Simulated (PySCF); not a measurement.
C4H9O, SMILES C1CC[OH+]C1, charge +1.

Geometry optimised at B3LYP-D3(BJ)/def2-SVP. The isomer is the one that the SMILES or the coordinates give; other isomers of the formula were not compared. Other conformers were not sampled.

Two levels are set side by side: TDDFT-PBE/def2-SVPD (PySCF) and TDDFT-ωB97X/def2-SVPD (PySCF). Vertical, same geometry. The lowest singlet is HOMO→LUMO 100 % with PBE and HOMO−1→LUMO 81 % with the other functional; states are paired by order. Differences are taken from unrounded values.

```csv
quantity,TDDFT-ωB97X,TDDFT-PBE,TDDFT-PBE minus TDDFT-ωB97X
lowest singlet excitation (eV),8.92,7.17,-1.75
lowest triplet excitation (TDA) (eV),8.38,7.05,-1.33
```

A lower first singlet is the usual sign of a functional without exact exchange. Differences between two approximate levels are no errors against the true value.

Rough cost on one machine, each run with all the roots and properties that it gave: TDDFT-ωB97X against TDDFT-PBE about 8 times.
